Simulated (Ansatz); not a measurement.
Start from `C[O][Ge]([F])([SH])[Cl]` and change one atom or group to get `[F][Ge]([SiH3])([SH])[Cl]`.

Ansatz, PBE0-D4/def2-TZVP geometries, multiplicity 1. Each molecule was computed in one conformer, which needn't be the lowest.

Scalar relativity is left out up to krypton.

```csv
property,`C[O][Ge]([F])([SH])[Cl]`
HOMO energy (ωB97M-V/def2-TZVPP) / eV,-10.56
HOMO–LUMO gap (PBE0/def2-TZVPP) / eV,7.26
HOMO–LUMO gap (PBE/def2-TZVPP) / eV,4.89
HOMO energy (PBE/def2-TZVPP) / eV,-6.98
HOMO energy (PBE0/def2-TZVPP) / eV,-8.32
LUMO energy (B3LYP/def2-TZVPP) / eV,-1.38
```

**Question.** What does the change do to each property? (Best estimate.)

**Answer.** Ansatz gave: 
```json
{"property": "HOMO energy (ωB97M-V/def2-TZVPP) / eV", "`[F][Ge]([SiH3])([SH])[Cl]`": "-10.10", "shift": "0.46"}
{"property": "HOMO–LUMO gap (PBE0/def2-TZVPP) / eV", "`[F][Ge]([SiH3])([SH])[Cl]`": "6.94", "shift": "-0.32"}
{"property": "HOMO–LUMO gap (PBE/def2-TZVPP) / eV", "`[F][Ge]([SiH3])([SH])[Cl]`": "4.78", "shift": "-0.11"}
{"property": "HOMO energy (PBE/def2-TZVPP) / eV", "`[F][Ge]([SiH3])([SH])[Cl]`": "-6.72", "shift": "0.26"}
{"property": "HOMO energy (PBE0/def2-TZVPP) / eV", "`[F][Ge]([SiH3])([SH])[Cl]`": "-7.96", "shift": "0.36"}
{"property": "LUMO energy (B3LYP/def2-TZVPP) / eV", "`[F][Ge]([SiH3])([SH])[Cl]`": "-1.29", "shift": "0.09"}
```

B3LYP here is the variant with VWN-RPA as its local correlation; programs differ in this.
